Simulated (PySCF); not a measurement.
PySCF 2.14 output of an unrestricted M06-2X calculation on a single atom or ion in aug-cc-pVDZ, with no relativity, point nucleus:

```
SCF conv_tol = 1e-09
number electrons alpha = 12  beta = 9
    Y. Zhao and D. G. Truhlar.,  Theor. Chem. Acc. 120, 215 (2008)
    Y. Zhao and D. G. Truhlar.,  Theor. Chem. Acc. 120, 215 (2008)
cycle= 1 E= -943.082595580936  delta_E= -0.00177  |g|= 0.00549  |ddm|= 1.48
cycle= 2 E= -943.082605795512  delta_E= -1.02e-05  |g|= 0.000972  |ddm|= 0.0943
cycle= 3 E= -943.082606076658  delta_E= -2.81e-07  |g|= 0.000278  |ddm|= 0.00795
cycle= 4 E= -943.082606108765  delta_E= -3.21e-08  |g|= 2e-05  |ddm|= 0.00254
cycle= 5 E= -943.082606108925  delta_E= -1.6e-10  |g|= 7.5e-07  |ddm|= 0.000255
converged SCF energy = -943.082606108925  <S^2> = 3.7506598  2S+1 = 4.0003299
```

The run itself started from symmetry-adapted Hartree-Fock orbitals and held the occupation by maximum overlap, on a logarithmic radial grid, so the iterations belong to that start.

Task: Which element, charge and spin multiplicity is this?

Result: V(2+) (vanadium, charge +2), multiplicity 4; the state was [Ar] 3d3, high-spin 4F determinant.
